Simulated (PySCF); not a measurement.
**Nb (niobium, neutral) across methods**

[Kr] 4d5, high-spin 6S determinant (an excited configuration). All numbers are calculated (PySCF 2.14, the spin-free X2C one-electron Hamiltonian (Gaussian nucleus), in x2c-QZVPPall (13s8p7d3f2g, 111 functions)).

| method | E (hartree) | mean ε 4p α (eV) | mean ε 4p β (eV) | mean ε 4d α (eV) | Σ⟨r²⟩ (bohr²) | ⟨S²⟩ |
| --- | --- | --- | --- | --- | --- | --- |
| UHF | -3817.21629 | -43.834 | -37.499 | -5.791 | 52.07 | 8.755 |
| LDA | -3814.76 | -33.210 | -31.010 | -2.574 | 54.82 | 8.750 |
| PBE | -3818.96 | -33.053 | -30.633 | -2.425 | 54.80 | 8.751 |
| PBE0 | -3819.03 | -35.868 | -32.540 | -3.318 | 53.46 | 8.751 |
| TPSS | -3819.19 | -33.306 | -30.754 | -2.291 | 54.43 | 8.751 |
| TPSSh | -3819.20 | -34.403 | -31.496 | -2.654 | 53.93 | 8.751 |
| r2SCAN | -3819.34 | -34.100 | -31.020 | -2.419 | 53.73 | 8.752 |
| M06 | -3819.33 | -35.971 | -33.045 | -3.148 | 53.90 | 8.751 |
